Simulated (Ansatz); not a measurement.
Input file for Ansatz (an electronic-structure program): U-CCSD(T)/cc-pV(T+d)Z on AlH (SMILES [AlH]), 2S+1 = 3, a spin state set in the input, which need not be the lowest, at the other state's geometry. Files ending in .json are basis or fitting sets from the Basis Set Exchange.

Ansatz 0.2 input:
```yaml
crystal:
  periodic: [false, false, false]
  atoms:
    - {symbol: Al, position_ang: [-0.00000000, -0.00000000, -0.11870915]}
    - {symbol: H, position_ang: [0.00000000, 0.00000000, 1.54321891]}
basis:
  gaussian:
    orbitals: cc-pV_T+d_Z.json
magnetization: {spin_polarized: true, initial_magnetization: 2}
correlation: {method: ccsd_t, electrons: outside_noble_gas}
scf: {omitted_lower_state_checks: [cluster_reference]}
```

Program output:

```
WARN ansatz: RAYON_NUM_THREADS=2 ignored (pool sized by the plan → 2); use --threads N
Functional definition: HF
these checks for a lower state are left out or cut short: cluster_reference
integrals: 0.03 GiB planned
315 factors; integrals over basis functions are off by at most 1.2e-3 eV
mean field: 0.07 GiB planned
mean field evaluation 1: about -6595.8394 eV, gradient 5.5e0 eV
mean field evaluation 2: about -6595.8420 eV, gradient 5.5e0 eV
mean field evaluation 4: about -6596.4768 eV, gradient 1.1e0 eV
mean field evaluation 8: about -6596.5364 eV, gradient 1.6e-1 eV
mean field evaluation 16: about -6596.5413 eV, gradient 2.7e-1 eV
mean field -6596.53757620 eV, -242.4182846315 hartree, gradient 2.9e-6 eV, S^2 2.010399; 2 other end points of the search recorded, 0 dependent functions left out
5 core orbitals not correlated
reference -6596.53757620 eV, -242.4182846315 hartree; 3, 1 occupied and 45, 47 virtual orbitals, 315 factors
second order -1.14049204 eV of doubles, -0.00000000 eV of singles
coupled cluster: 0.09 GiB planned
cycle   1  -1.38402177 eV  change   -2.4e-1 eV  update   5.1e-2
cycle   2  -1.52420932 eV  change   -1.4e-1 eV  update   2.6e-2
cycle   3  -1.53697164 eV  change   -1.3e-2 eV  update   1.0e-2
cycle   4  -1.54026211 eV  change   -3.3e-3 eV  update   3.8e-3
cycle   5  -1.54071511 eV  change   -4.5e-4 eV  update   1.8e-3
cycle   6  -1.54067225 eV  change    4.3e-5 eV  update   6.1e-4
cycle   7  -1.54097865 eV  change   -3.1e-4 eV  update   1.6e-4
cycle   8  -1.54091752 eV  change    6.1e-5 eV  update   4.1e-5
cycle   9  -1.54091015 eV  change    7.4e-6 eV  update   1.2e-5
cycle  10  -1.54091505 eV  change   -4.9e-6 eV  update   3.6e-6
cycle  11  -1.54091565 eV  change   -6.1e-7 eV  update   1.2e-6
perturbative correction -0.04097611 eV, -0.0015058444 hartree
Total energy: -6598.11946796 eV, -242.4764180817 hartree
Checks for a lower state left out: cluster_reference
```

The run converged.

Cost: very roughly 0.6 core-seconds.
